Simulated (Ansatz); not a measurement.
Species: CTa, charge 0, multiplicity 4. The spin state was set by rule; other spins were not relaxed. SMILES: [C][Ta]
Structure (B3LYP-D3(BJ)/def2-TZVP (Ansatz, a quantum-chemistry and plane-wave program) minimum search):
```
C
Ta 1 1.7765
```
Charge 0, spin multiplicity 4.

Parts of the frozen-core correlation energy in def2-SVP (Ansatz, hartree). Frozen orbitals: 5; correlated occupied orbitals by spin: 6 and 3; virtual: 35 and 38. Open shells are spin-unrestricted. No spin-orbit coupling. In def2 rows, elements after Kr have scalar-relativistic effective core potentials.

```json
[
 {"term": "reference (HF)", "value": "-93.99078"},
 {"term": "MP2 opposite-spin", "value": "-0.11488"},
 {"term": "MP2 same-spin", "value": "-0.06595"},
 {"term": "CCSD correlation", "value": "-0.21696"},
 {"term": "(T)", "value": "-0.01308"},
 {"term": "CCSDT minus CCSD(T)", "value": "-0.00232"},
 {"term": "CCSDT(Q) minus CCSD(T)", "value": "-0.00439"},
 {"term": "T1 diagnostic", "value": "0.096"},
 {"term": "largest doubles amplitude", "value": "0.100"},
 {"term": "<S^2> of the reference", "value": "4.322"}
]
```
